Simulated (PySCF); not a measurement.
Geometries of 2 isomers of CH5FOSi, from PBE0-D3(BJ)/def2-SVP geometry optimisation, gas phase in PySCF. One conformer each, no zero-point energy, no frequencies.

**Question.** Which isomer lies lower at this level?
A.
```xyz
9
angstrom
O      1.643   -0.792    0.553
Si     0.676    0.379   -0.125
C     -1.082   -0.266   -0.414
F     -1.646   -0.587    0.812
H      1.389   -1.107    1.425
H      0.572    1.586    0.753
H      1.292    0.732   -1.433
H     -1.083   -1.166   -1.054
H     -1.712    0.493   -0.914
```
B.
```xyz
9
angstrom
C     -1.403   -0.061   -0.666
O     -0.152    0.572   -0.690
Si     1.226    0.007    0.003
F      1.775   -1.287   -0.807
H     -2.179    0.677   -0.917
H     -1.638   -0.480    0.330
H     -1.453   -0.879   -1.404
H      2.234    1.087   -0.096
H      0.965   -0.450    1.396
```

**Answer.** B. That is `CO[SiH2]F`, 37.0 kcal/mol below the other.

```json
{"SMILES": "CO[SiH2]F", "atoms numbered as above": "[CH3:1][O:2][SiH2:3][F:4]", "E (Eh)": "-505.15132", "relative (kcal/mol)": "0.0", "relative (kJ/mol)": "0.0", "dipole (D)": "1.62"}
{"SMILES": "O[SiH2]CF", "atoms numbered as above": "[OH:1][SiH2:2][CH2:3][F:4]", "E (Eh)": "-505.09229", "relative (kcal/mol)": "37.0", "relative (kJ/mol)": "155.0", "dipole (D)": "0.52"}
```

As drawn, the lower has an Si–F bond, which the higher lacks; the higher has an O–H bond and an Si–C bond, which the lower lacks.
